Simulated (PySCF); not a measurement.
# Eu(SH)3 at several levels of theory

Computed with PySCF 2.14.0 (density fitting, no spin-orbit coupling) at the geometry relaxed with TPSS:

```xyz
7
Eu(SH)3 (singlet in the valence; each metal's 4f electrons, 6 of them, lie in its core potential, out of spins and levels)
Eu    0.0000    0.0000    0.9233
S     2.5996    0.4072    0.9797
H     2.9350   -0.9112    0.9842
S    -1.6525    2.0477    0.9797
H    -0.6784    2.9974    0.9842
S    -0.9471   -2.4550    0.9797
H    -2.2566   -2.0862    0.9842
```

```csv
level,basis,state,HOMO (eV),gap (eV),charge on Eu1 (e),population of f-type functions on Eu1 (polarisation alone where 4f lies in the core),dipole about the centre of mass (D),largest force component (eV/Å)
TPSS,"Eu lcecp-1-SVP with ECP52, S def2-SVP, H def2-SVP",singlet,-6.29,3.34,0.85,0.03,0.33,0.01
TPSS,"Eu lcecp-1-TZVP with ECP52, S def2-TZVP, H def2-TZVP",singlet,-6.34,3.38,1.26,0.04,0.34,0.24
```

In the lcecp rows the 4f levels are missing from HOMO and gap, and the state counts the valence alone.

Charges are Mulliken's, which hang on the basis. The relaxation used the grid (50, 194), these runs (75, 302) or, all-electron (x2c bases, spin-free X2C Hamiltonian), (99, 590).

**Question.** Order these levels, in the first row's basis, by the HOMO–LUMO gap they give here, smallest first.
A. M06-L
B. BP86
C. PBE0
D. wB97X

**Answer.** B (3.09 eV), A (4.07 eV), C (4.87 eV), D (8.90 eV).

**Question.** And their other results?

**Answer.** 
```json
{"level": "M06-L", "state": "singlet", "HOMO (eV)": "-6.33", "gap (eV)": "4.07", "charge on Eu1 (e)": "1.08", "population of f-type functions on Eu1 (polarisation alone where 4f lies in the core)": "0.03", "dipole about the centre of mass (D)": "0.35", "largest force component (eV/Å)": "0.31"}
{"level": "wB97X", "state": "singlet", "HOMO (eV)": "-9.69", "gap (eV)": "8.90", "charge on Eu1 (e)": "0.89", "population of f-type functions on Eu1 (polarisation alone where 4f lies in the core)": "0.04", "dipole about the centre of mass (D)": "0.37", "largest force component (eV/Å)": "0.31"}
{"level": "PBE0", "state": "singlet", "HOMO (eV)": "-7.35", "gap (eV)": "4.87", "charge on Eu1 (e)": "0.87", "population of f-type functions on Eu1 (polarisation alone where 4f lies in the core)": "0.04", "dipole about the centre of mass (D)": "0.34", "largest force component (eV/Å)": "0.23"}
{"level": "BP86", "state": "singlet", "HOMO (eV)": "-6.26", "gap (eV)": "3.09", "charge on Eu1 (e)": "0.70", "population of f-type functions on Eu1 (polarisation alone where 4f lies in the core)": "0.03", "dipole about the centre of mass (D)": "0.32", "largest force component (eV/Å)": "0.19"}
```

In the first row's basis the gap widens with exact exchange: 3.1 to 4.1 eV for BP86, TPSS, M06-L (none); 4.9 eV for PBE0 (a fixed share); 8.9 eV for wB97X (rising or full at long range).

No frequency check is given that shows the relaxed geometry to be a minimum. An lcecp potential fixes the number of 4f electrons, so in runs with it no electron can move into or out of that shell.
